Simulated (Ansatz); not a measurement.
Stepwise reaction of `[OH][Ti]([F])([F])[SH]` with hydrogen chloride, as a gas-phase model of exchange steps in deposition or etching. ΔE in kJ/mol.

Computed with Ansatz on PBE0-D4/def2-TZVP structures; ΔE is electronic, products minus reactants. CCSD(T)/CBS adds triple-zeta CCSD(T) − MP2 to the extrapolated MP2 energy (def2 sets, frozen cores). This one scheme is used for every species. Functionals use def2-TZVPP. B3LYP here is the variant with VWN-RPA as its local correlation; programs differ in this. For Ti outer-core shells are correlated without core-valence functions, which leaves a few kJ/mol of doubt a bond. Scalar relativity is left out up to krypton. Each species was taken in one conformer, which may not be the lowest.

```json
{"step": "1", "reaction": "`[OH][Ti]([F])([F])[SH]` + HCl → `[OH][Ti]([F])([SH])[Cl]` + H–F", "PBE-D4": "18.5", "B3LYP-D4": "18.3", "ωB97M-V": "21.9", "CCSD(T)/CBS": "7.6"}
```

**Question.** Give the row of step 2, `[OH][Ti]([F])([SH])[Cl]` + HCl → `[OH][Ti]([SH])([Cl])[Cl]` + H–F. (Estimate.)

**Answer.** Ansatz gave: 
| step | reaction | PBE-D4 | B3LYP-D4 | ωB97M-V | CCSD(T)/CBS |
| --- | --- | --- | --- | --- | --- |
| 2 | `[OH][Ti]([F])([SH])[Cl]` + HCl → `[OH][Ti]([SH])([Cl])[Cl]` + H–F | 18.1 | 17.9 | 21.8 | 6.0 |

**Question.** By hand: ΔE of the 2 steps together at CCSD(T)/CBS.

**Answer.** (7.6) + (6.0) = 13.6 kJ/mol, or 6.8 kJ/mol a step.

In ΔE the steps differ by no more than 1.6 kJ/mol. All are uphill at CCSD(T)/CBS. PBE-D4 differs from CCSD(T)/CBS by 10.9 to 12.1 kJ/mol a step. Isolated molecules leave out the surface, adducts and barriers. Largest T1 diagnostic: 0.026.
